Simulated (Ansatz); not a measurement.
Cost and result for the atomization energy of CH₆BBrSn (`C[B](Br)[SnH3]`) (10 atoms, 9 bonds).

```
atom   x (Å)   y (Å)   z (Å)
  C1   0.958   1.250   0.611
  B2   0.111  -0.041   0.745
 Br3  -0.094  -0.869   2.462
 Sn4  -0.913  -1.053  -0.997
  H5   0.386   2.024   0.085
  H6   1.336   1.655   1.551
  H7   1.810   1.039  -0.050
  H8  -0.374  -2.665  -1.170
  H9  -0.614  -0.240  -2.474
 H10  -2.605  -1.098  -0.762
```

Charge 0, multiplicity 1. Correlated methods include outer-core shells of Br, Sn, which these sets cover unevenly. Scalar relativity is left out up to krypton. Sn takes the def2 core potential. The geometry is a stationary point of PBE0-D4/def2-TZVP. Program: Ansatz. All runs use 4 threads of an Arm Neoverse V2 on a shared host. Times are those of one run each, without the atoms' runs, and a repeat can differ threefold. Electronic energies, without spin–orbit coupling; frozen cores. CCSD(T)/CBS adds CCSD(T) − MP2 in def2-TZVPP to the MP2 limit, and its time is that of the two runs behind it. T1 = 0.012. With those shells the extrapolation isn't a true limit. B3LYP takes the VWN-RPA correlation (the form of Gaussian; ORCA's B3LYP/G). HSE06 is the plane-wave form, built on full-range PBE exchange.

CCSD(T)/CBS is a level of theory with its own doubt, some kJ/mol a heavy atom from the limit and from the frozen cores, so smaller differences don't rank the functionals.

```tsv
level	functions	wall time
revPBE-D4/def2-TZVPP	244	1.9 s
BLYP-D4/def2-TZVPP	244	2.1 s
PBE-D4/def2-TZVPP (with forces)	244	2.3 s
HSE06-D4/def2-TZVPP	244	3.3 s
CAM-B3LYP-D4/def2-TZVPP	244	3.5 s
B3LYP-D4/def2-TZVPP (with forces)	244	4.5 s
r2SCANh-D4/def2-TZVPP	244	4.7 s
B2PLYP/def2-TZVPP	244	5.5 s
ωB97X-V/def2-TZVPP	244	8 s
CCSD(T)/def2-SVP	116	10 s
MP2/def2-QZVPP	465	20 s
CCSD(T)/def2-TZVPP	244	3.6 min
CCSD(T)/CBS(def2)	–	4 min
```

What atomization energy does each give, and how far from CCSD(T)/CBS? (An estimate is asked.)

The calculation gave: 
```
                            level  atomization (kcal/mol)  difference from CCSD(T)/CBS  per bond
             revPBE-D4/def2-TZVPP                   728.2                        -13.1      -1.5
               BLYP-D4/def2-TZVPP                   729.2                        -12.1      -1.3
  PBE-D4/def2-TZVPP (with forces)                   744.9                          3.6       0.4
              HSE06-D4/def2-TZVPP                   739.5                         -1.8      -0.2
          CAM-B3LYP-D4/def2-TZVPP                   739.4                         -1.9      -0.2
B3LYP-D4/def2-TZVPP (with forces)                   736.2                         -5.1      -0.6
            r2SCANh-D4/def2-TZVPP                   739.8                         -1.5      -0.2
                B2PLYP/def2-TZVPP                   727.5                        -13.8      -1.5
               ωB97X-V/def2-TZVPP                   741.8                          0.5       0.0
                 CCSD(T)/def2-SVP                   700.8                        -40.5      -4.5
                   MP2/def2-QZVPP                   734.5                         -6.8      -0.8
               CCSD(T)/def2-TZVPP                   724.4                        -16.9      -1.9
                CCSD(T)/CBS(def2)                   741.3                          0.0       0.0
```

The D4 term adds +8.8 kcal/mol with B3LYP and +4.6 kcal/mol with PBE0; it sums over pairs of atoms, weighted by their polarisabilities, and B3LYP, whose exchange is more repulsive, gets the larger term. From r2SCAN to r2SCAN0 (25 % exact exchange), in def2-TZVPP and without D4, the atomization energy moves by −6.9 kcal/mol: exact exchange takes away binding that semilocal exchange gives to molecules. Leaving LDA and LC-ωPBE aside and taking each functional with its dispersion term where it has one, the values, not all of them listed here, spread over 24.2 kcal/mol, from BHLYP-D4 to B97M-V. LDA lies +97.8 kcal/mol from PBE without D4, its usual overbinding.

Spin–orbit coupling would lower the free Sn atoms strongly, and the atomization energy with them, by more than many differences here. For some Ge, Se and Sn compounds the MP2-based and the directly extrapolated limit differ by 10 to 25 kJ/mol.
